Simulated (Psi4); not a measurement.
Here is a job for Psi4.
```
memory 2 GB

molecule {
0 1
  O     0.00956971    0.00206403    0.11338892
  H    -0.05579359    0.76362201   -0.46612807
  H    -0.02076411   -0.78013425   -0.44098332
}

set basis 6-31g**

energy('wb97m-v')
print_variables()
```

Task: What does this run give for the dipole moment, number of basis functions, nuclear repulsion energy, total energy?

Result: 
The dipole moment is 1.99 D. The number of basis functions comes out as 25 and the nuclear repulsion energy is 9.1695 Eh. The total energy is -76.3877 Eh.
